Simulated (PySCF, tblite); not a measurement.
Compound: C6H11BOSi.
Structure used (GFN2-xTB), in Å, numbered top down from 1:
```xyz
20
C6H11BOSi angstrom
C     -2.617   -1.011   -1.001
B     -1.585   -0.031   -0.318
Si    -2.157    1.518    0.749
C     -0.094   -0.335   -0.430
C      0.631   -1.322   -1.078
C      1.989   -1.094   -0.813
C      2.037    0.021   -0.013
C      3.190    0.731    0.601
O      0.805    0.476    0.216
H     -2.933   -1.749   -0.261
H     -3.527   -0.513   -1.331
H     -2.217   -1.571   -1.843
H     -3.484    2.046    0.384
H     -1.266    2.688    0.680
H     -2.267    1.210    2.187
H      0.225   -2.113   -1.675
H      2.826   -1.665   -1.161
H      3.405    0.322    1.589
H      4.076    0.615   -0.018
H      2.957    1.787    0.714
```

Jobs on this species (20 atoms, 74 electrons) with PySCF (density fitting) and tblite. Hardware of each: Intel Xeon at 2.50 GHz, one thread, no GPU (shared host). Times come from a shared host and carry two figures at best.

| level and settings | work | basis functions | SCF cycles | wall time |
| --- | --- | --- | --- | --- |
| PBE0/pcSseg-1 | shieldings, ring-centre shieldings, charges and field gradients, density and orbital grids written | 215 | ? | ? |
| GFN2-xTB | Hessian by finite differences | – | – | 2.8 s |
| GFN2-xTB | L-BFGS relaxation | – | – | 3.4 s |

Problem. Fill in the missing figures.

Solution. 
- PBE0/pcSseg-1; shieldings, ring-centre shieldings, charges and field gradients, density and orbital grids written: 2.9 min, 14 SCF cycles

Problem. What do all jobs in the table cost together?

Solution. About 3.0 min; the longest takes about 97 % of that, and about 62 times as long as the shortest.
